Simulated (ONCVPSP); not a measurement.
Logarithmic derivatives: phosphorus, ONCV

- Element: phosphorus (P)
- Generator: ONCVPSP 4.0.1
- Type: optimised norm-conserving Vanderbilt (ONCV)
- Functional: PBE
- Relativity: scalar-relativistic
- Frozen core: [Ne]
- Valence charge: 5
- Reference configuration: 3s2 3p2.5 (charge +0.5)
- Partial waves: 3s: rc 1.65 bohr, ncon 3, nbas 6, qcut 4.7 1/bohr, 1 projector; 3p: rc 2.00 bohr, ncon 3, nbas 7, qcut 3.3 1/bohr, 1 projector; d scattering state at 0.2 Ha: rc 1.60 bohr, ncon 4, nbas 7, qcut 5.9 1/bohr, 3 projectors, debl 3.9 Ha
- Local potential: polynomial inside 1.50 bohr (lpopt 5, dvloc0 0 Ha)
- Core correction: polynomial model core, fcfact 0.35

The phase is arctan(r·R′/R) of the radial function R(r), unwrapped; energies in Ha, scanned from -2 to 5 Ha. A pole is an energy at which the radial function vanishes at the test radius. The pseudo phase is shifted by a multiple of π to meet the all-electron one at the reference energy, and phase errors are pseudo minus all-electron; the curves can meet again beyond the range given. Levels narrower than the energy grid can be missing from the lists of poles.

```
channel  radius (bohr)  reference energy (Ha)  poles, all-electron  poles, pseudo  unbroken range about the reference energy with phases within 0.05 rad  phase error 1 Ha above the reference energy (rad)
      s           1.68                  -0.68                 1.54     1.16, 3.92                                                              below 1.2                                             -0.013
      p           2.03                  -0.36                 0.86     0.80, 4.79                                                              below 1.5                                             -0.010
      d           1.62                   0.20                 2.44           2.44                                                        the whole range                                             -0.000
```

Phases in the s channel:

```json
{"E (Ha)": "-1.98", "all-electron": "0.738", "pseudo": "0.722"}
{"E (Ha)": "-1.80", "all-electron": "0.598", "pseudo": "0.580"}
{"E (Ha)": "-1.62", "all-electron": "0.410", "pseudo": "0.392"}
{"E (Ha)": "-1.44", "all-electron": "0.168", "pseudo": "0.152"}
{"E (Ha)": "-1.26", "all-electron": "-0.118", "pseudo": "-0.129"}
{"E (Ha)": "-1.08", "all-electron": "-0.409", "pseudo": "-0.415"}
{"E (Ha)": "-0.90", "all-electron": "-0.663", "pseudo": "-0.665"}
{"E (Ha)": "-0.72", "all-electron": "-0.864", "pseudo": "-0.864"}
{"E (Ha)": "-0.54", "all-electron": "-1.015", "pseudo": "-1.015"}
{"E (Ha)": "-0.36", "all-electron": "-1.129", "pseudo": "-1.131"}
{"E (Ha)": "-0.18", "all-electron": "-1.216", "pseudo": "-1.220"}
{"E (Ha)": "0.00", "all-electron": "-1.285", "pseudo": "-1.292"}
{"E (Ha)": "0.18", "all-electron": "-1.341", "pseudo": "-1.350"}
{"E (Ha)": "0.36", "all-electron": "-1.386", "pseudo": "-1.400"}
{"E (Ha)": "0.54", "all-electron": "-1.425", "pseudo": "-1.443"}
{"E (Ha)": "0.72", "all-electron": "-1.458", "pseudo": "-1.482"}
{"E (Ha)": "0.90", "all-electron": "-1.487", "pseudo": "-1.519"}
{"E (Ha)": "1.08", "all-electron": "-1.513", "pseudo": "-1.555"}
{"E (Ha)": "1.26", "all-electron": "-1.537", "pseudo": "-1.593"}
{"E (Ha)": "1.44", "all-electron": "-1.559", "pseudo": "-1.636"}
{"E (Ha)": "1.62", "all-electron": "-1.579", "pseudo": "-1.689"}
{"E (Ha)": "1.80", "all-electron": "-1.599", "pseudo": "-1.763"}
{"E (Ha)": "1.98", "all-electron": "-1.619", "pseudo": "-1.892"}
{"E (Ha)": "2.16", "all-electron": "-1.638", "pseudo": "-2.195"}
{"E (Ha)": "2.34", "all-electron": "-1.657", "pseudo": "-3.167"}
{"E (Ha)": "2.52", "all-electron": "-1.677", "pseudo": "-4.091"}
{"E (Ha)": "2.70", "all-electron": "-1.698", "pseudo": "-4.376"}
{"E (Ha)": "2.88", "all-electron": "-1.720", "pseudo": "-4.496"}
{"E (Ha)": "3.06", "all-electron": "-1.745", "pseudo": "-4.565"}
{"E (Ha)": "3.24", "all-electron": "-1.771", "pseudo": "-4.611"}
{"E (Ha)": "3.42", "all-electron": "-1.802", "pseudo": "-4.645"}
{"E (Ha)": "3.60", "all-electron": "-1.837", "pseudo": "-4.672"}
{"E (Ha)": "3.78", "all-electron": "-1.879", "pseudo": "-4.696"}
{"E (Ha)": "3.96", "all-electron": "-1.931", "pseudo": "-4.717"}
{"E (Ha)": "4.14", "all-electron": "-1.996", "pseudo": "-4.736"}
{"E (Ha)": "4.32", "all-electron": "-2.081", "pseudo": "-4.755"}
{"E (Ha)": "4.50", "all-electron": "-2.197", "pseudo": "-4.773"}
{"E (Ha)": "4.68", "all-electron": "-2.361", "pseudo": "-4.792"}
{"E (Ha)": "4.86", "all-electron": "-2.594", "pseudo": "-4.811"}
```
